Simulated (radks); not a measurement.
The numbers below are computed, except where a source is named.
Q: The mean radii <r> (bohr) of the occupied orbitals of an atom or ion are listed with their occupations. Code: a radial shooting solver on a logarithmic mesh with Libxc functionals. Model: Dirac Kohn-Sham, PBE, spin-unpolarised, spherical densities, point nucleus.

| orbital | occ. | <r> |
|---|---|---|
| 1s1/2 | 2 | 0.2274 |
| 3d3/2 | 2 | 2.278 |

Name the element and its charge. Open shells, if any, fill j = l - 1/2 first.

A: Z = 7, nitrogen, charge +3: N3+ in [He] 3d2. The 1s radius gives Z: for a bare nucleus <r> = (2 gamma + 1)/(2Z) with gamma = sqrt(1 - (Z/c)^2), 0.2141 bohr for Z = 7, and screening makes it slightly larger (0.2274 here). The occupations add up to 4, and the charge is Z minus that.
